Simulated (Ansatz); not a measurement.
System: C4H12O3Si, net charge 0, singlet state. SMILES: O(C)[Si](OC)(OC)C
Coordinates optimised at B3LYP-D3(BJ)/def2-TZVP (Ansatz, a program for electronic structure):
```xyz
20

Si    -0.0090    -0.0025    -0.1041
C     -0.1701    -0.0472    -1.9579
O     -1.2858    -0.7276     0.6136
C     -2.6245    -0.2658     0.5712
O      0.0652     1.5362     0.4417
C      1.1146     2.4515     0.1809
O      1.3458    -0.7739     0.3861
C      1.5969    -2.1615     0.2501
H     -1.0910     0.4399    -2.2858
H     -0.1878    -1.0745    -2.3278
H      0.6660     0.4648    -2.4390
H     -3.0095    -0.2500    -0.4535
H     -3.2377    -0.9480     1.1600
H     -2.7066     0.7385     0.9942
H      2.0700     2.0676     0.5471
H      0.8878     3.3842     0.6972
H      1.2053     2.6610    -0.8898
H      1.6178    -2.4626    -0.8023
H      2.5713    -2.3749     0.6896
H      0.8374    -2.7504     0.7702
```
Charge 0, spin multiplicity 1.

Property: vertical ionisation energy (to the doublet state of charge +1; each state is the SCF solution reached for its spin; the molecule has degenerate orbitals, so one determinant may break the symmetry), in eV. Valence correlation only, unless marked. UHF or UKS for open shells. Spin-orbit coupling is left out. Non-relativistic. 

| level | program | vertical ionisation energy (eV) |
|---|---|---|
| HF/aug-cc-pV(D+d)Z | Ansatz | 10.16 |
| SVWN5/def2-TZVPD | Ansatz | 9.22 |
| PBE/def2-TZVPD | Ansatz | 9.07 |
| r2SCAN/def2-TZVPD | Ansatz | 9.30 |
| B3LYP/def2-TZVPD | Ansatz | 9.66 |
| PBE0/def2-TZVPD | Ansatz | 9.70 |
| BHLYP/def2-TZVPD | Ansatz | 10.22 |
| CAM-B3LYP/def2-TZVPD | Ansatz | 10.08 |
| wB97M-V/def2-TZVPD | Ansatz | 10.16 |
| wB97X-V/def2-TZVPD | Ansatz | 10.19 |
| B2PLYP/def2-TZVPD | Ansatz | 10.20 |
| RI-MP2/aug-cc-pV(T+d)Z | Ansatz | 11.04 |
| SCS-MP2/aug-cc-pV(D+d)Z | Ansatz | 10.46 |
| CCSD/aug-cc-pV(D+d)Z | Ansatz | 10.36 |
